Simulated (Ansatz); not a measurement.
One change: `C#CN=C=C` becomes `C=C=[N][SbH2]`.

Ansatz, PBE0-D4/def2-TZVP geometries, multiplicity 1. 

Elements past krypton have def2 core potentials.

```
                                                                                  property  `C#CN=C=C`
                                                        HOMO energy (PBE0/def2-TZVPP) / eV       -6.94
                                                      HOMO–LUMO gap (PBE0/def2-TZVPP) / eV        5.59
                                                     HOMO–LUMO gap (B3LYP/def2-TZVPP) / eV        5.15
ideal-gas entropy at 298 K and 1 bar (rigid rotor, harmonic PBE0-D4/def2-TZVP) / J/(mol·K)         298
                                                        LUMO energy (PBE0/def2-TZVPP) / eV       -1.35
                                                       HOMO–LUMO gap (PBE/def2-TZVPP) / eV        3.48
```

Problem. What does the change do to each property? (Best estimate.)

Solution. Ansatz gave: 
```
                                                                                  property  `C=C=[N][SbH2]`  shift
                                                        HOMO energy (PBE0/def2-TZVPP) / eV            -6.32   0.62
                                                      HOMO–LUMO gap (PBE0/def2-TZVPP) / eV             5.05  -0.54
                                                     HOMO–LUMO gap (B3LYP/def2-TZVPP) / eV             4.62  -0.53
ideal-gas entropy at 298 K and 1 bar (rigid rotor, harmonic PBE0-D4/def2-TZVP) / J/(mol·K)              331     33
                                                        LUMO energy (PBE0/def2-TZVPP) / eV            -1.26   0.09
                                                       HOMO–LUMO gap (PBE/def2-TZVPP) / eV             3.24  -0.24
```

With PBE0 the HOMO rises by 0.62 eV and the LUMO rises by 0.09 eV, so the gap narrows by about 0.53 eV. PBE moves the HOMO by 0.53 eV and ωB97M-V by 0.70 eV.

B3LYP here is the variant with VWN-RPA as its local correlation; programs differ in this.

Spin–orbit coupling is left out; it splits and shifts lone-pair levels of the heavy atoms by tenths of an eV.
